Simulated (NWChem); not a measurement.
Species: BNH5 cation; SMILES B[NH3+]

Computed with NWChem. Each level has its own optimisation; frequencies are unscaled.

For level PBE-D3(BJ)/def2-SVP:

| Item | Value |
|---|---|
| highest harmonic frequency (cm⁻¹) | 3399 |
| lowest (cm⁻¹) | 63 |
| zero-point energy (kcal/mol) | 36.5 |

Problem. What are these values for level CAM-B3LYP/def2-SVP?

Solution. highest harmonic frequency (cm⁻¹): 3486
lowest (cm⁻¹): 163
zero-point energy (kcal/mol): 37.8
